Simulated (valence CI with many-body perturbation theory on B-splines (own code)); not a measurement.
**Cd15+: what each term of the Hamiltonian does**

Computed by relativistic CI+MBPT: five valence electrons over a frozen Dirac-Fock core [Ar] 3d10, radial functions for each j: 9 s, 9 p, 8 d, 6 f, 3 g, 1 h, with the one-electron correlation potential Σ1, the two-electron term Σ2, the three-electron term Σ3, Breit, model QED; selected CI, second order for the rest (own B-spline code, finite nucleus).

No measured levels were compared; by estimate levels hold to about 250 cm⁻¹ or 0.2 % of their energy and the worst to 1 %, as in measured heavy ions of charge 2 to 7; those with d or f electrons hold less well. Among the levels kept, up to 320 cm⁻¹ of a level comes from second order outside the variational space, and about a tenth of that is noise between levels of different J, which matters for small intervals.

Each rung adds one term. CI alone is the Dirac-Coulomb CI over the frozen core; QED comes last and gives the full result, which names the levels. Energies are above 4s2 4p3 4S°_3/2 on the same rung, in cm⁻¹.

Names give the largest LS component (configuration and term), which can be under half, so a name can repeat, a term be missing and a line seem to break the LS rules; names also repeat where a configuration has a term twice. Letters in brackets count levels of one name in rising energy.

```tsv
Level	CI alone	+ Σ1	+ Σ2	+ Σ3	+ Breit	Full
4s2 4p3 2D°_3/2	51142	51616	51742	51738	51077	51165
4s2 4p3 2D°_5/2	69094	69661	69612	69569	68746	68848
4s2 4p3 2P°_1/2	96231	96834	96294	96124	95377	95469
4s2 4p3 2P°_3/2	143203	144403	144447	144349	142707	142915
4s 4p4 4P_5/2	348781	349680	351306	351516	351416	350268
4s 4p4 4P_3/2	384785	385991	387541	387748	387261	386187
4s 4p4 4P_1/2	390702	391890	393143	393295	392892	391800
4s 4p4 2D_3/2	433688	434965	435080	435205	434568	433567
4s 4p4 2D_5/2	449514	450996	451442	451565	450577	449595
4s 4p4 2S_1/2	490011	491453	489300	489265	488488	487516
4s 4p4 2P_3/2	498609	499974	497917	498014	497027	496224
4s2 4p2 4d 4F_3/2	525625	526290	525665	525830	525039	524857
4s2 4p2 4d 4F_5/2	541970	542782	542495	542695	541492	541403
4s 4p4 2P_1/2	553046	554853	553980	554058	552335	551702
4s2 4p2 4d 2F_5/2 [a]	565221	566283	566683	566920	565362	565329
4s2 4p2 4d 4F_7/2	572558	573778	574202	574467	572593	572595
4s2 4p2 4d 4D_1/2	577824	579180	578084	578242	576669	576487
4s2 4p2 4d 4D_3/2	578271	579452	578570	578747	577203	577103
4s2 4p2 4d 2F_7/2 [a]	579049	580230	580483	580706	578918	578906
4s2 4p2 4d 4F_9/2	591411	592760	593047	593261	591136	591164
4s2 4p2 4d 4D_5/2	598599	599981	599666	599871	597832	597838
4s2 4p2 4d 2P_3/2 [a]	616699	618050	613585	613591	611977	611760
4s2 4p2 4d 2G_7/2	627039	628516	628243	628340	626193	626228
4s2 4p2 4d 4P_5/2	643067	644391	638581	638544	636801	636723
4s2 4p2 4d 4P_3/2	647591	648924	644016	643952	642264	642198
4s2 4p2 4d 4P_1/2	649076	650443	645236	645177	643533	643442
4s2 4p2 4d 2F_7/2 [b]	647583	649422	649766	649964	647203	647311
4s2 4p2 4d 2D_3/2 [a]	660798	662212	659765	659594	657728	657718
4s2 4p2 4d 2G_9/2	658780	660627	660797	660910	658151	658263
4s2 4p2 4d 2P_1/2 [a]	672106	673878	668298	668233	666124	665984
4s2 4p2 4d 2D_5/2 [a]	681598	683027	677107	676899	675086	675041
```

(1) How does the ionisation energy move along the ladder, and which term matters most?

Answers

(1) CI alone 386.05, + Σ1 387.16, + Σ2 387.11, + Σ3 386.95, + Breit 386.80, + QED 386.80 eV. The largest step is Σ1, 1.11 eV. NIST lists 385 ± 3 eV (theoretical).
